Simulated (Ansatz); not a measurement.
Relaxation of AlClF2H2 (6 atoms, charge 0, multiplicity 1), to a largest force component of 0.03 eV/Å in at most 50 steps.

Computed with RKS B3LYP/cc-pVDZ in Ansatz.

```xyz
6
Properties=species:S:1:pos:R:3
Al -0.001 0.233 0.104
Cl -0.004 0.483 2.279
F 1.445 0.211 -0.737
F -1.448 0.142 -0.732
H 0.083 -2.428 0.811
H 0.068 -1.907 1.310
```

Task: Where does it end, and by what steps?

Result: The run converged. After 9 steps the energy has fallen by 0.214 eV; H5 moved furthest, 0.46 Å.

```csv
step,energy less start (eV),largest force component (eV/Å),accepted
0,0.0000,1.331,yes
1,-0.1178,0.939,yes
2,-0.0838,0.734,no
3,-0.1503,0.342,yes
4,-0.1791,0.250,yes
5,-0.1984,0.546,yes
6,-0.2027,0.571,yes
7,-0.2105,0.300,yes
8,-0.2134,0.058,yes
9,-0.2137,0.027,yes
```

```xyz
6
Properties=species:S:1:pos:R:3
Al 0.005 0.104 0.278
Cl -0.011 0.820 2.258
F 1.450 -0.004 -0.571
F -1.435 -0.086 -0.565
H 0.071 -2.147 0.446
H 0.065 -1.953 1.189
```

Whether the end is a true minimum wasn't checked by a vibrational analysis.

Time of the run: 17 s on 1 thread of Intel(R) Xeon(R) 6975P-C (Granite Rapids), on a shared host, peak memory 0.16 GiB.
